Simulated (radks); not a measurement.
Values are calculated unless marked as measured or tabulated.
Isoelectronic series with 3 electrons, each ion in its NIST ground configuration. Code: a radial shooting solver on a logarithmic mesh with Libxc functionals. Model: scalar-relativistic Kohn-Sham, SCAN, spin-unpolarised, spherical densities, finite nucleus; meta-GGA in the generalised Kohn-Sham scheme; Fermi nuclear charge, rms radius of each element as measured or else 0.836 A^(1/3) + 0.57 fm. Total energies (hartree) and orbital eigenvalues (eV):

ion    configuration  E (hartree)         2s         1s
B2+         [He] 2s1    -23.38800   -31.4001  -214.3426
F6+         [He] 2s1    -82.30710  -170.8237  -864.0384
Al10+       [He] 2s1   -177.45444  -419.8335  -1951.693
P12+        [He] 2s1   -238.69218  -585.6692  -2660.611
Cl14+       [He] 2s1   -309.09181  -779.2401  -3480.178
K16+        [He] 2s1   -388.70126  -1000.710  -4410.943
V20+        [He] 2s1   -575.77430  -1528.132  -6608.641
Mn22+       [He] 2s1   -683.36740  -1834.540  -7877.063
Co24+       [He] 2s1   -800.42986  -2169.759  -9259.668
Cu26+       [He] 2s1   -927.04457  -2534.085  -10757.41
Ga28+       [He] 2s1  -1063.30223  -2927.839  -12371.34
As30+       [He] 2s1  -1209.30182  -3351.376  -14102.60
Br32+       [He] 2s1  -1365.15092  -3805.079  -15952.44
